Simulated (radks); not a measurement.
Q: Coherent X-ray form factor from a spherical all-electron density. Method: scalar-relativistic Kohn-Sham, SCAN, spin-polarised, spherical densities, finite nucleus; meta-GGA in the generalised Kohn-Sham scheme; Fermi nuclear charge, rms radius of each element as measured or else 0.836 A^(1/3) + 0.57 fm; computed with a radial shooting solver on a logarithmic mesh with Libxc functionals.

| sin(theta)/lambda (1/angstrom) | f0 (electrons) |
|---|---|
| 0.05 | 23.368 |
| 0.1 | 21.836 |
| 0.15 | 20.007 |
| 0.2 | 18.203 |
| 0.25 | 16.507 |
| 0.3 | 14.939 |
| 0.4 | 12.250 |
| 0.5 | 10.215 |
| 0.6 | 8.781 |
| 0.8 | 7.119 |
| 1 | 6.166 |
| 1.25 | 5.172 |
| 1.5 | 4.225 |
| 2 | 2.727 |

The species is in the configuration that NIST lists as its ground one. Which atom or ion scatters so?

A: Neutral chromium, [Ar] 3d5 4s1. Extrapolating in s^2 from the first two rows gives f0(0) = 23.9, near the electron count 24; among species with that count, the fall with angle is slower the higher Z, and the table is that of Z = 24; from so few rows the species is fixed only to a neighbour or two.
